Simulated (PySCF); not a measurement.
**Dipole moment and polarisability of `C=CO[SiH2]C(=C)C`**

Species: C5H10OSi.
Structure used (GFN2-xTB), in Å, numbered top down from 1:
```
atom  x, y, z in Å
C1     3.3217    0.4184    0.8169
C2     2.4473   -0.0620   -0.0497
O3     1.1280   -0.1099    0.2099
Si4   -0.0989   -0.8232   -0.5916
C5    -1.6192   -0.1613    0.3014
C6    -2.7182   -0.8957    0.3989
C7    -1.5591    1.2287    0.8585
H8     4.3683    0.4582    0.5830
H9     3.0097    0.7807    1.7803
H10    2.7476   -0.4353   -1.0222
H11   -0.0778   -0.4281   -2.0076
H12    0.0224   -2.2809   -0.5010
H13   -2.7698   -1.8922   -0.0054
H14   -3.6129   -0.5359    0.8850
H15   -0.7270    1.3142    1.5550
H16   -1.3867    1.9450    0.0560
H17   -2.4823    1.4913    1.3723
```

Level: PBE0/def2-SVPD (PySCF), static field, nuclei fixed, core orbitals frozen in the response. The polarisability tensor in these axes (au):

```
x   115.36  10.80   1.19
y    10.80  83.00   8.64
z     1.19   8.64  78.50
```

Give the principal values, the mean and the anisotropy Δα = √{½[(α1 − α2)² + (α2 − α3)² + (α1 − α3)²]}.

Principal values 71.02, 86.87 and 118.98 au; mean 92.29 au = 13.68 Å³ = 15.22 × 10⁻⁴⁰ C²·m²/J; Δα = 42.32 au (46 % of the mean).

What is the dipole moment, and where does it point?

(-0.43, -0.03, -0.43) D, 0.61 D in size, pointing from the negative to the positive side. Measured along this direction, the outermost atoms are H8 and H9 at the negative end and H13 and H14 at the positive end.

What are the principal values of the traceless quadrupole moment, Θ = ½Σq(3rr − r²1), about the centre of nuclear charge?

-4.81, -0.09, 4.90 D·Å. The values depend on the origin, since the dipole doesn't vanish. The electronic extent ⟨r²⟩ about the same centre is 1257 bohr², a root-mean-square distance of 2.38 Å for the 62 electrons.

Give the principal axes and the span of the nuclei along them.

Largest value along (0.95, 0.31, 0.09), where the nuclei span 7.84 Å; middle along (-0.29, 0.69, 0.67), 4.56 Å; least along (0.14, -0.66, 0.74), 2.66 Å. The response follows the extents in order.

What would n − 1 = 2πNα be for an ideal gas of these molecules at 350 K and 1 atm, electronic part alone?

N = p/kT = 2.0968 × 10¹⁹ cm⁻³, so n − 1 = 2π × N × 13.68 × 10⁻²⁴ cm³ = 1802 × 10⁻⁶ at long wavelengths.

What molar refraction does this α imply?

Lorentz–Lorenz: R = (4π/3)N_A α = 2.5225 cm³/(mol·Å³) × 13.68 Å³ = 34.5 cm³/mol, in the limit of long wavelengths.

Rayleigh depolarisation ratio (linearly polarised light, static tensor)?

ρ = 3Δα²/(45ᾱ² + 4Δα²) = 5373.9/(383263 + 7165.2) = 0.0138.

Geometry: GFN2-xTB, one conformer, isolated molecule.
